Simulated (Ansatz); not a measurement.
Stepwise reaction of `[SiH3][Al]([Cl])[Cl]` with water, as a gas-phase model of exchange steps in deposition or etching. ΔE in kJ/mol.

Gas-phase electronic energies from Ansatz, PBE0-D4/def2-TZVP geometries. CBS: MP2 limit from def2 TZ/QZ plus the TZ coupled-cluster correction, frozen cores. This one scheme is used for every species. Functionals use def2-TZVPP. B3LYP here is the variant with VWN-RPA as its local correlation; programs differ in this. One conformer a species, not always the lowest.

| step | reaction | PBE-D4 | B3LYP-D4 | ωB97M-V | CCSD(T)/CBS |
| --- | --- | --- | --- | --- | --- |
| 1 | `[SiH3][Al]([Cl])[Cl]` + H₂O → `[OH][Al]([SiH3])[Cl]` + HCl | 24.4 | 20.1 | 22.2 | 25.1 |

Problem. Give the row of step 2, `[OH][Al]([SiH3])[Cl]` + H₂O → `[OH][Al]([OH])[SiH3]` + HCl. (Best estimate.)

Solution. Ansatz gave: 
```tsv
step	reaction	PBE-D4	B3LYP-D4	ωB97M-V	CCSD(T)/CBS
2	`[OH][Al]([SiH3])[Cl]` + H₂O → `[OH][Al]([OH])[SiH3]` + HCl	33.8	29.5	31.8	33.6
```

Problem. By hand: ΔE of the 2 steps together at CCSD(T)/CBS.

Solution. (25.1) + (33.6) = 58.7 kJ/mol, or 29.4 kJ/mol a step.

In ΔE each step is higher than the one before. All are uphill at CCSD(T)/CBS. PBE-D4 differs from CCSD(T)/CBS by -0.7 to 0.2 kJ/mol a step. Isolated molecules leave out the surface, adducts and barriers. Largest T1 diagnostic: 0.013.
